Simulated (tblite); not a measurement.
A geometry optimisation, step by step.

C2H12Si4.
Numbering: `[CH2:1]1[SiH2:2][CH2:3][SiH2:4][SiH2:5][SiH2:6]1` (hydrogens: H7, H8 on C1; H9, H10 on Si2; H11, H12 on C3; H13, H14 on Si4; H15, H16 on Si5; H17, H18 on Si6)

Computed with GFN2-xTB (tblite), gas phase: L-BFGS steps from a force-field or distance-geometry start until the largest atomic force falls under 0.01 eV/Å. 4 of its 94 geometries are shown.

Step 0: E = -469.6899 eV, largest atomic force 2.195 eV/Å
```
atom  x, y, z in Å  |  force x, y, z in eV/Å
C1      1.371   -1.260   -0.184    0.179  -0.636  -0.458
Si2    -0.294   -1.588    0.586    0.220  -1.782   1.262
C3     -1.688   -0.731   -0.248   -1.268  -0.195  -0.625
Si4    -1.619    1.090    0.114   -0.297   1.597   0.286
Si5     0.357    1.980   -0.688    0.010  -0.024   0.009
Si6     1.875    0.476    0.198    1.055   1.639   0.059
H7      1.316   -1.419   -1.268    0.120  -0.012   0.259
H8      2.111   -1.954    0.217   -0.119  -0.047  -0.129
H9     -0.264   -1.294    2.049   -0.006   0.009  -0.380
H10    -0.543   -3.050    0.486    0.019   0.099   0.034
H11    -2.651   -1.139    0.105    0.398   0.071  -0.138
H12    -1.665   -0.911   -1.329   -0.019   0.055   0.194
H13    -1.724    1.326    1.595   -0.082  -0.166  -0.504
H14    -2.763    1.769   -0.526   -0.132  -0.130   0.159
H15     0.375    1.918   -2.181    0.041   0.251   0.365
H16     0.586    3.378   -0.216   -0.057  -0.389  -0.336
H17     3.221    0.738   -0.387   -0.108  -0.179   0.232
H18     1.992    0.677    1.668    0.046  -0.161  -0.289
```

Step 31: E = -470.0439 eV, largest atomic force 0.067 eV/Å
```
atom  x, y, z in Å  |  force x, y, z in eV/Å
C1      1.374   -1.235   -0.143    0.036   0.013  -0.020
Si2    -0.306   -1.690    0.619    0.017   0.022  -0.014
C3     -1.702   -0.706   -0.211   -0.037   0.037  -0.020
Si4    -1.704    1.180    0.083   -0.055  -0.018   0.012
Si5     0.352    1.959   -0.654   -0.005  -0.014   0.016
Si6     1.994    0.543    0.166    0.053  -0.033   0.014
H7      1.326   -1.399   -1.221    0.001  -0.012   0.004
H8      2.118   -1.940    0.228   -0.012   0.007   0.010
H9     -0.289   -1.403    2.057   -0.002  -0.007   0.047
H10    -0.548   -3.126    0.425   -0.013  -0.066   0.005
H11    -2.655   -1.117    0.123    0.014   0.003   0.004
H12    -1.666   -0.884   -1.288   -0.009  -0.012   0.007
H13    -1.887    1.405    1.527   -0.013  -0.002  -0.023
H14    -2.927    1.717   -0.544    0.048   0.008   0.003
H15     0.394    2.009   -2.125    0.003   0.016  -0.041
H16     0.585    3.357   -0.271    0.006   0.038   0.015
H17     3.353    0.634   -0.402   -0.044   0.024   0.001
H18     2.179    0.703    1.619    0.012  -0.005  -0.019
```

Step 62: E = -470.0508 eV, largest atomic force 0.024 eV/Å
```
atom  x, y, z in Å  |  force x, y, z in eV/Å
C1      1.385   -1.252   -0.128   -0.007   0.003   0.003
Si2    -0.306   -1.693    0.622   -0.008  -0.007   0.013
C3     -1.717   -0.716   -0.197    0.004   0.000   0.001
Si4    -1.721    1.176    0.045    0.000   0.019   0.007
Si5     0.352    1.978   -0.611    0.021  -0.012  -0.002
Si6     2.010    0.534    0.128    0.003  -0.001   0.007
H7      1.361   -1.462   -1.199   -0.006   0.009  -0.004
H8      2.119   -1.941    0.289    0.007   0.005  -0.008
H9     -0.289   -1.410    2.064    0.000  -0.003   0.003
H10    -0.551   -3.134    0.431    0.002   0.010   0.010
H11    -2.657   -1.115    0.182   -0.004  -0.008  -0.006
H12    -1.718   -0.928   -1.268    0.010  -0.003  -0.006
H13    -1.993    1.437    1.468   -0.004  -0.004   0.007
H14    -2.894    1.710   -0.668   -0.006   0.000  -0.010
H15     0.414    2.136   -2.075   -0.001   0.005  -0.010
H16     0.581    3.351   -0.131   -0.005  -0.009   0.008
H17     3.325    0.638   -0.529   -0.008   0.001  -0.001
H18     2.289    0.697    1.565    0.001  -0.004  -0.011
```

Step 93: E = -470.0537 eV, largest atomic force 0.007 eV/Å
```
atom  x, y, z in Å  |  force x, y, z in eV/Å
C1      1.367   -1.262   -0.134    0.001   0.000  -0.003
Si2    -0.305   -1.679    0.670   -0.001   0.004  -0.004
C3     -1.704   -0.733   -0.204   -0.002   0.002  -0.001
Si4    -1.733    1.164    0.010   -0.004   0.001   0.001
Si5     0.356    1.993   -0.564    0.000  -0.005   0.005
Si6     2.019    0.517    0.094    0.006   0.001   0.004
H7      1.300   -1.470   -1.204   -0.003  -0.005  -0.001
H8      2.111   -1.957    0.254   -0.001   0.000   0.000
H9     -0.277   -1.328    2.097    0.001   0.005  -0.002
H10    -0.552   -3.127    0.557    0.000   0.003  -0.002
H11    -2.654   -1.135    0.146    0.002  -0.001  -0.001
H12    -1.665   -0.959   -1.271    0.002  -0.004   0.002
H13    -2.078    1.438    1.414   -0.003   0.001  -0.001
H14    -2.874    1.672   -0.772   -0.001   0.005   0.002
H15     0.436    2.269   -2.010   -0.002  -0.006  -0.003
H16     0.572    3.325    0.026   -0.001  -0.004   0.003
H17     3.297    0.607   -0.634    0.003   0.004   0.001
H18     2.377    0.671    1.513    0.002   0.000   0.000
```

Q: Summarise the path.

A: The energy falls by 8.39 kcal/mol from step 0 to step 93; nine tenths of that is first reached at step 10. It falls at every step. The largest force goes from 2.195 to 0.007 eV/Å. Among the bonds Si2–C3 changes most, from 1.836 to 1.902 Å; the atoms move by 0.218 Å rms after alignment.

Q: Follow the three bonds and two angles with the largest change from start to end.

A: 
| step | E above end (kcal/mol) | largest force (eV/Å) | Si2–C3 (Å) | C1–Si6 (Å) | C3–Si4 (Å) | Si4–Si5–Si6 (°) | H15–Si5–H16 (°) |
| --- | --- | --- | --- | --- | --- | --- | --- |
| 0 | 8.39 | 2.195 | 1.836 | 1.848 | 1.858 | 100.3 | 110.7 |
| 4 | 2.36 | 0.401 | 1.908 | 1.917 | 1.915 | 104.1 | 108.1 |
| 8 | 0.99 | 0.227 | 1.901 | 1.905 | 1.904 | 106.1 | 103.7 |
| 12 | 0.61 | 0.172 | 1.905 | 1.912 | 1.912 | 106.6 | 102.4 |
| 16 | 0.44 | 0.103 | 1.903 | 1.907 | 1.908 | 106.6 | 102.1 |
| 20 | 0.38 | 0.077 | 1.902 | 1.910 | 1.910 | 106.8 | 102.4 |
| 24 | 0.31 | 0.082 | 1.903 | 1.909 | 1.908 | 107.3 | 103.1 |
| 28 | 0.25 | 0.039 | 1.900 | 1.906 | 1.906 | 108.0 | 103.0 |
| 32 | 0.21 | 0.080 | 1.900 | 1.909 | 1.909 | 108.2 | 102.9 |
| 36 | 0.16 | 0.030 | 1.904 | 1.909 | 1.908 | 108.7 | 102.5 |
| 40 | 0.14 | 0.026 | 1.902 | 1.909 | 1.909 | 108.8 | 102.9 |
| 44 | 0.13 | 0.028 | 1.902 | 1.908 | 1.908 | 108.8 | 102.8 |
| 49 | 0.11 | 0.024 | 1.902 | 1.908 | 1.908 | 109.1 | 102.6 |
| 53 | 0.10 | 0.034 | 1.903 | 1.907 | 1.907 | 109.0 | 102.6 |
| 57 | 0.08 | 0.032 | 1.902 | 1.908 | 1.910 | 109.3 | 102.7 |
| 61 | 0.07 | 0.032 | 1.902 | 1.909 | 1.908 | 109.5 | 102.6 |
| 65 | 0.06 | 0.021 | 1.902 | 1.908 | 1.909 | 109.7 | 102.5 |
| 69 | 0.05 | 0.024 | 1.902 | 1.908 | 1.909 | 109.8 | 102.6 |
| 73 | 0.04 | 0.025 | 1.903 | 1.908 | 1.908 | 109.8 | 102.9 |
| 77 | 0.03 | 0.046 | 1.902 | 1.909 | 1.909 | 110.1 | 102.9 |
| 81 | 0.01 | 0.016 | 1.902 | 1.908 | 1.908 | 110.2 | 102.7 |
| 85 | 0.01 | 0.025 | 1.902 | 1.909 | 1.909 | 110.3 | 102.5 |
| 89 | 0.00 | 0.016 | 1.901 | 1.909 | 1.908 | 110.2 | 102.4 |
| 93 | 0.00 | 0.007 | 1.902 | 1.908 | 1.909 | 110.4 | 102.5 |

The cost below is that of the whole relaxation. Time: 1.3 s of wall time. Hardware: one thread, Arm Neoverse N1 (aarch64), no GPU, on a shared host.
